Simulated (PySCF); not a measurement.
The numbers are results of PBE0-D3(BJ)/def2-TZVP // PBE0-D3(BJ)/def2-SVP (PySCF), not measurements. Isolated molecules, 0 K electronic values unless said otherwise. One relaxed conformer stands for a flexible species; it need not be the lowest. Delta-SCF ions had no search for a lower state. Excitations are Tamm–Dancoff values on a coarser integration grid. The basis has no diffuse functions, so Rydberg states are missing or too high.

Reference species (SMILES): `Bc1ccc(C#C)c2ccsc12` (neutral, multiplicity 1).

T1 excitation (TDA): 2.45 eV
LUMO: -2.51 eV
vertical ionisation energy (Delta-SCF): 8.08 eV

Changed species: `C(#C)c1c2c(scc2)cc(c1)B`.

Question: What does the change do to the T1 excitation (TDA), LUMO and vertical ionisation energy (Delta-SCF)?

Answer: the T1 excitation (TDA) increases by 0.26 eV, to 2.71 eV; the LUMO increases by 0.23 eV, to -2.28 eV; the vertical ionisation energy (Delta-SCF) is nearly the same.
